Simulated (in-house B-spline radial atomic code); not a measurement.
## The cadmium ion Cd¹⁷⁺: [Ar] 3d10 4s2 (4p1/2)1

Method: Dirac-Hartree-Fock, average of the jj configuration, Fermi nucleus of rms radius 4.6087 fm. Calculated with a radial B-spline atomic code at the basis-set limit.

Screening seen three ways: the hydrogenic charge with the same mean radius, Z_r = [3n² - l(l+1)]/(2<r>), the one with the same energy, Z_e = n√(-2ε), and Slater's rules. Values are occupation-weighted means over j. An effective charge above Z reflects the relativistic contraction of the inner shells.

```
shell  electrons   ε (eV)  <r> (bohr)    Z_r    Z_e  Slater
   1s          2   -27320     0.03039  49.36  44.81   47.70
   2s          2  -4521.2      0.1309  45.84  36.46   43.85
   2p          6  -4099.6      0.1146  43.63  34.72   43.85
   3s          2  -1222.5      0.3526  38.29  28.44   36.75
   3p          6  -1079.1      0.3513  35.59  26.72   36.75
   3d         10  -857.21      0.3275  32.06  23.81   26.85
   4s          2  -486.87      0.7783  30.83  23.93   22.00
   4p          1  -449.79      0.7957  28.91  23.00   22.00
```

The least bound orbital is 4p1/2 at -449.8 eV, and it is also the most diffuse (<r> = 0.7957 bohr).

For the 1s electron the small component carries 3.1 % of the norm, the zero-frequency Breit interaction raises the level by 59.32 eV, self-energy by 33.35 eV, and vacuum polarisation lowers it by 4.253 eV.
